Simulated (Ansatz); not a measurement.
Relaxation of (LiOH)2 ring (Li₂O₂H₂) with RKS PBE0-D4/def2-TZVP.

```sh
$ ansatz run in.yaml --threads 4 --pin off --events-out ev --progress --plain --max-ram 3916MiB
```

```yaml
crystal:
  periodic: [false, false, false]
  atoms:
    - {symbol: Li, position_ang: [0.807460, -0.194960, 0.749300]}
    - {symbol: O, position_ang: [-0.356790, 1.105830, 0.672450]}
    - {symbol: Li, position_ang: [-0.805350, 0.196950, -0.750290]}
    - {symbol: O, position_ang: [0.357390, -1.105580, -0.672660]}
    - {symbol: H, position_ang: [-0.608920, 1.893940, 1.149240]}
    - {symbol: H, position_ang: [0.606200, -1.896180, -1.148040]}
basis:
  gaussian: {orbitals: def2-TZVP}
hamiltonian: {xc: pbe0, dispersion: d4}
scf: {omitted_lower_state_checks: [starts]}
output: {orbitals: {seedname: orbitals}}
relax: {f_tol: 0.02, max_steps: 100}
```

It took 2.8 s on 4 threads of Arm Neoverse V2 on a shared host.

Positions (Å) and forces (eV/Å) at steps 1, 2, 4 of 4:

```xyz
6
step=1 energy=-4536.5908 eV
Li    0.807   -0.195    0.749    0.085   -0.023    0.080
O    -0.357    1.106    0.672   -0.135    0.431    0.260
Li   -0.805    0.197   -0.750   -0.087    0.016   -0.083
O     0.357   -1.106   -0.673    0.140   -0.447   -0.270
H    -0.609    1.894    1.149    0.062   -0.193   -0.116
H     0.606   -1.896   -1.148   -0.066    0.216    0.129
6
step=2 energy=-4536.5963 eV
Li    0.804   -0.195    0.748    0.060   -0.016    0.056
O    -0.360    1.116    0.678   -0.047    0.156    0.094
Li   -0.804    0.196   -0.748   -0.061    0.012   -0.058
O     0.360   -1.116   -0.678    0.049   -0.157   -0.095
H    -0.610    1.902    1.153    0.013   -0.044   -0.026
H     0.610   -1.902   -1.153   -0.014    0.049    0.029
6
step=4 energy=-4536.5978 eV
Li    0.807   -0.196    0.751   -0.002    0.000   -0.002
O    -0.361    1.123    0.682    0.001   -0.004   -0.002
Li   -0.807    0.196   -0.751    0.002   -0.001    0.002
O     0.361   -1.123   -0.682   -0.001    0.004    0.002
H    -0.613    1.907    1.157   -0.002    0.005    0.003
H     0.612   -1.907   -1.157    0.002   -0.005   -0.003
```
